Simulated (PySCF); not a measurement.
Method: PySCF with TPSSh-D3(BJ)/def2-TZVP // CAM-B3LYP-D3(BJ)/def2-TZVP. Gas-phase values, no solvent. 

Reference species (SMILES): `C1CB=B1` (neutral, multiplicity 1).

- S1 oscillator strength: 0.044
- HOMO–LUMO gap: 1.79 eV

Changed species: `B1C=C1B`.

Q: What does the change do to the S1 oscillator strength and HOMO–LUMO gap?

A: the S1 oscillator strength goes up by 0.032, to 0.076; the HOMO–LUMO gap rises by 3.81 eV, to 5.60 eV.
